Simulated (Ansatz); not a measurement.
Reaction (substitution at a C–C bond): `C[C](=S)[GeH3]` + `[OH][Al]([Cl])[Cl]` → `C[O][Al]([Cl])[Cl]` + `S=[CH][GeH3]`

Isolated molecules relaxed with PBE0-D4/def2-TZVP in Ansatz; ΔE leaves out vibrations. CBS: MP2 limit from def2 TZ/QZ plus the TZ coupled-cluster correction, frozen cores. Functionals use def2-TZVPP. B3LYP here is the variant with VWN-RPA as its local correlation; programs differ in this. For Ge outer-core shells are correlated without core-valence functions, which leaves a few kJ/mol of doubt a bond. Scalar relativity is left out up to krypton. One conformer a species, not always the lowest.

```json
{"level": "PBE-D4", "ΔE (kcal/mol)": "20.2", "difference from CCSD(T)/CBS": "0.1"}
{"level": "r2SCAN-D4", "ΔE (kcal/mol)": "20.3", "difference from CCSD(T)/CBS": "0.2"}
{"level": "PBE0-D4", "ΔE (kcal/mol)": "20.1", "difference from CCSD(T)/CBS": "0.0"}
{"level": "B3LYP-D4", "ΔE (kcal/mol)": "18.4", "difference from CCSD(T)/CBS": "-1.7"}
{"level": "ωB97X-V", "ΔE (kcal/mol)": "18.5", "difference from CCSD(T)/CBS": "-1.6"}
{"level": "ωB97M-V", "ΔE (kcal/mol)": "19.3", "difference from CCSD(T)/CBS": "-0.8"}
{"level": "B2PLYP", "ΔE (kcal/mol)": "18.7", "difference from CCSD(T)/CBS": "-1.4"}
{"level": "PBE", "ΔE (kcal/mol)": "19.5", "difference from CCSD(T)/CBS": "-0.6"}
{"level": "r2SCAN", "ΔE (kcal/mol)": "20.2", "difference from CCSD(T)/CBS": "0.1"}
{"level": "PBE0", "ΔE (kcal/mol)": "19.6", "difference from CCSD(T)/CBS": "-0.5"}
{"level": "B3LYP", "ΔE (kcal/mol)": "17.4", "difference from CCSD(T)/CBS": "-2.7"}
{"level": "HF/def2-TZVPP", "ΔE (kcal/mol)": "15.4", "difference from CCSD(T)/CBS": "-4.7"}
{"level": "MP2/def2-TZVPP", "ΔE (kcal/mol)": "21.4", "difference from CCSD(T)/CBS": "1.3"}
{"level": "SCS-MP2/def2-TZVPP", "ΔE (kcal/mol)": "19.2", "difference from CCSD(T)/CBS": "-0.9"}
{"level": "CCSD/def2-TZVPP", "ΔE (kcal/mol)": "18.5", "difference from CCSD(T)/CBS": "-1.6"}
{"level": "CCSD(T)/def2-TZVPP", "ΔE (kcal/mol)": "19.1", "difference from CCSD(T)/CBS": "-1.0"}
{"level": "HF/def2-QZVPP", "ΔE (kcal/mol)": "15.3", "difference from CCSD(T)/CBS": "-4.8"}
{"level": "MP2/def2-QZVPP", "ΔE (kcal/mol)": "22.0", "difference from CCSD(T)/CBS": "1.9"}
{"level": "SCS-MP2/def2-QZVPP", "ΔE (kcal/mol)": "19.7", "difference from CCSD(T)/CBS": "-0.4"}
{"level": "HF/CBS(def2)", "ΔE (kcal/mol)": "15.3", "difference from CCSD(T)/CBS": "-4.8"}
{"level": "MP2/CBS(def2)", "ΔE (kcal/mol)": "22.4", "difference from CCSD(T)/CBS": "2.3"}
{"level": "CCSD/CBS(def2)", "ΔE (kcal/mol)": "19.5", "difference from CCSD(T)/CBS": "-0.6"}
{"level": "CCSD(T)/CBS", "ΔE (kcal/mol)": "20.1", "difference from CCSD(T)/CBS": "0"}
```

Largest T1 diagnostic among the species: 0.014.

In def2-TZVPP, CCSD(T) changes the Hartree–Fock value by +3.7 kcal/mol (the triples alone add +0.6 kcal/mol) and MP2 by +6.0 kcal/mol. The D4 term adds +1.0 kcal/mol with B3LYP and +0.5 kcal/mol with PBE0; it sums over pairs of atoms, weighted by their polarisabilities, and B3LYP, whose exchange is more repulsive, gets the larger term.
